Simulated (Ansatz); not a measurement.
An input meant for Mo₂P₂ (charge 0, singlet).

```yaml
crystal:
  periodic: [false, false, false]
  atoms:
    - {symbol: Mo, position_ang: [0.006427, -1.054956, -0.031598]}
    - {symbol: Mo, position_ang: [-0.006424, 1.054952, 0.031704]}
    - {symbol: P, position_ang: [2.113036, -0.490243, -0.065971]}
    - {symbol: P, position_ang: [-2.113038, 0.490247, 0.065866]}
basis:
  gaussian: {orbitals: STO-3G}
hamiltonian: {xc: {name: HF}}
correlation: {method: mp2, frozen_orbitals: {Mo: 9}}
scf: {omitted_lower_state_checks: [starts]}
output: {forces: true}
```

```sh
$ ansatz run in.yaml --threads 4 --pin off --events-out ev --progress --plain --max-ram 3916MiB
```

It prints (some lines left out):

```
Functional definition: HF
Error: "frozen_orbitals" has no count for P
```

Task: Something in this input is off. What?

Result: Frozen orbitals are typed for one element alone, and the program wants a count for each (the count typed has to fit that element's core, too). The program refused the input.
